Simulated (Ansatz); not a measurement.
`C#C[SiH2]O` + `[CH3][GeH2][F]` → `C#[C][GeH]([CH3])[F]` + `O[SiH3]`  (formal exchange of groups at a C–Si bond)

Computed with Ansatz on PBE0-D4/def2-TZVP structures; ΔE is electronic, products minus reactants. CBS: MP2 limit from def2 TZ/QZ plus the TZ coupled-cluster correction, frozen cores. DFT in def2-TZVPP. HSE06 is defined as in plane-wave codes. For Ge outer-core shells are correlated without core-valence functions, which leaves a few kJ/mol of doubt a bond. Scalar relativity is left out up to krypton. Each species was taken in one conformer, which may not be the lowest.

| level | ΔE (kJ/mol) | difference from CCSD(T)/CBS |
| --- | --- | --- |
| LDA (SPW92) | 26.2 | 6.5 |
| B97M-V | 27.3 | 7.6 |
| BHLYP-D4 | 21.4 | 1.7 |
| B2PLYP | 20.4 | 0.7 |
| BLYP | 24.6 | 4.9 |
| r2SCAN | 24.4 | 4.7 |
| HSE06 | 23.1 | 3.4 |
| CAM-B3LYP | 22.8 | 3.1 |
| RPA@PBE/def2-TZVPP | 12.3 | -7.4 |
| MP2/def2-SVP | 14.8 | -4.9 |
| CCSD/def2-SVP | 15.6 | -4.1 |
| HF/def2-TZVPP | 18.8 | -0.9 |
| MP2/def2-TZVPP | 14.4 | -5.3 |
| CCSD/def2-TZVPP | 15.1 | -4.6 |
| MP2/def2-QZVPP | 17.7 | -2.0 |
| MP2/CBS(def2) | 19.4 | -0.3 |
| CCSD(T)/CBS | 19.7 | 0 |

Largest T1 diagnostic among the species: 0.012.

Leaving LDA and LC-ωPBE aside and taking each functional with its dispersion term where it has one, the values, not all of them listed here, spread over 8.2 kJ/mol, from PBE-QIDH to B97M-V. In def2-TZVPP, CCSD(T) changes the Hartree–Fock value by −4.1 kJ/mol (the triples alone add −0.3 kJ/mol) and MP2 by −4.4 kJ/mol.
